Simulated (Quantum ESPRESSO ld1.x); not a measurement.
All-electron atom: the chromium ion Cr2+ in [Ar] 3d4. All-electron calculation, Dirac Kohn-Sham, PBEsol, spin-unpolarised, spherical densities, point nucleus; open shells are shared between the two j in proportion to 2j + 1. Program: ld1.x of Quantum ESPRESSO 7.5.

Spin-orbit splittings of the eigenvalues, e(l+1/2) - e(l-1/2), with zeta = 2 splitting/(2l+1) and mean radii in bohr:

| shell | occ. | splitting (eV) | zeta (eV) | <r> j=l-1/2 | <r> j=l+1/2 |
|---|---|---|---|---|---|
| 2p | 6 | 8.633 | 5.755 | 0.2581 | 0.2609 |
| 3p | 6 | 1.034 | 0.6895 | 0.9511 | 0.9597 |
| 3d | 4 | ? | ? | 1.222 | 1.226 |

Estimate the 3d splitting.

Answer. 0.09512 eV (zeta = 0.03805 eV).
